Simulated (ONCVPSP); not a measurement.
Plane-wave convergence, ONCV potential for Ar (Z = 18)

```
Element                 : Ar
Generator               : ONCVPSP 4.0.1
Type                    : optimised norm-conserving Vanderbilt (ONCV)
Functional              : PBEsol
Relativity              : scalar-relativistic
Frozen core             : [He]
Valence charge          : 16
Reference configuration : 2s2 2p6 3s2 3p6
Partial waves           : 2s+3s: rc 0.60 bohr, ncon 4, nbas 9, qcut 21.8 1/bohr, 2 projectors; 2p+3p: rc 0.60 bohr, ncon 4, nbas 8, qcut 22.5 1/bohr, 2 projectors; d scattering state at 0.03 Ha: rc 0.50 bohr, ncon 4, nbas 8, qcut 16.9 1/bohr, local
Local potential         : the d channel
Core correction         : Teter function, fcfact 3.75, rcfact 1.5
```

Q: For each optimised wave give the share of its norm inside rc, the residual kinetic energy above qcut (Ha) and the cutoffs (Ha) for errors of 10, 1, 0.1 and 0.01 mHa per electron.

A:

| wave | norm inside rc | residual KE | 10 mHa | 1 mHa | 0.1 mHa | 0.01 mHa |
| --- | --- | --- | --- | --- | --- | --- |
| 2s | 0.862 | 9.2e-07 | 120.2 | 159.5 | 190.9 | 212.7 |
| 3s | 0.048 | 4.9e-07 | 86.6 | 140.2 | 176.9 | 205.1 |
| 2p | 0.884 | 2.9e-05 | 183.1 | 213.6 | 237.7 | 415.0 |
| 3p | 0.037 | 1.6e-05 | 154.8 | 197.5 | 229.4 | 262.8 |
| d projector 1 | 0.000 | 1.9e-06 | 0.0 | 0.1 | 3.9 | 25.4 |

The occupied waves need 214 Ha and 238 Ha for 1 and 0.1 mHa. Rows with under 1 % of the norm inside rc give no meaningful cutoff. Its largest configuration-test error is -316 meV.
